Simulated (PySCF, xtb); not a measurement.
Si(Me)(OH)2(SH) (CH₆O₂SSi), SMILES O[Si](S)(O)C.

xtb with GFN2-xTB at its own geometry gives an orbital gap of 5.39 eV and a dipole moment of 1.78 D.

Coordinates come from a PBE0-D3(BJ)/def2-SVP optimisation. Other conformers were not sampled.

**Question.** What does PBE/def2-TZVP run with PySCF give? (The exact figures need the calculation; the answer reports its results.)

**Answer.** gap 5.51 eV (levels -6.20 and -0.68 eV), dipole 0.90 D.
